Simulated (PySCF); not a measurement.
## Polarisability and C₆ of Ne⁺ (neon, charge +1)

[He] 2s2 2p5, 2P determinant. Calculation: PySCF 2.14, in aug-cc-pVQZ-DK (6s5p4d3f2g, 80 functions); scalar relativity by spin-free X2C-1e. Coupled (time-dependent) response in atomic units; α is the mean over directions.

```csv
method,mean α (bohr³),"α xx, yy, zz",C₆ (like pair),S(−4)
UHF,1.245,"1.310, 1.212, 1.212",2.141,0.4922
PBE,1.404,"1.445, 1.383, 1.383",2.480,0.6960
PBE0,1.349,"1.399, 1.325, 1.325",2.364,0.6205
wB97M-V,1.370,"1.419, 1.346, 1.346",2.408,0.6510
r2SCANh,1.335,"1.387, 1.309, 1.309",2.376,0.5814
```

S(−4) is the Cauchy moment in α(ω) = α(0) + S(−4) ω² + …

α(iu) at PBE:

```csv
u (hartree),α(iu) (bohr³)
0,1.404
0.0500,1.402
0.100,1.397
0.200,1.377
0.300,1.345
0.500,1.257
0.750,1.123
1.00,0.9882
1.50,0.7573
2.00,0.5871
3.00,0.3746
5.00,0.1861
```

For an ion, C₆ is the dispersion term alone; charge-induced terms of lower order in 1/R come first.

The components differ because the open shell of this determinant is not spherical; for a pure term their mean is the scalar polarisability.
